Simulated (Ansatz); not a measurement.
`CB1O[SiH2]1`. Total charge 0; spin multiplicity 1. All single points use the PBE0-D4/def2-TZVP geometry.

```xyz
9

C     0.175   -1.625    0.044
B     0.086   -0.082    0.056
O     0.821    0.887    0.631
Si   -0.445    1.728   -0.233
H     1.021   -1.994    0.630
H     0.266   -1.990   -0.983
H    -0.748   -2.059    0.441
H    -1.292    2.519    0.694
H     0.117    2.616   -1.280
```

Question: What is the dipole moment at r2SCAN/def2-TZVPP? (Estimate.)

Answer: Ansatz gave: 1.19 D, with components (-0.71, -0.78, -0.55) D in this frame, pointing from negative to positive charge.

Question: And with PBE, B3LYP, ωB97M-V? (An estimate is asked.)

Answer: Ansatz gave: PBE 1.14 D, B3LYP 1.27 D, ωB97M-V 1.28 D.

Question: Give the Mulliken charges with r2SCAN, PBE, B3LYP in def2-TZVPP. (Best estimate.)

Answer: Ansatz gave: 
```
atom  r2SCAN    PBE  B3LYP
  C1   -0.22  -0.31  -0.29
  B2    0.17   0.14   0.19
  O3   -0.29  -0.22  -0.29
 Si4    0.25   0.16   0.20
  H5    0.07   0.11   0.10
  H6    0.08   0.11   0.10
  H7    0.08   0.11   0.10
  H8   -0.07  -0.05  -0.06
  H9   -0.07  -0.05  -0.06
```

B3LYP here is the variant with VWN-RPA as its local correlation; programs differ in this.
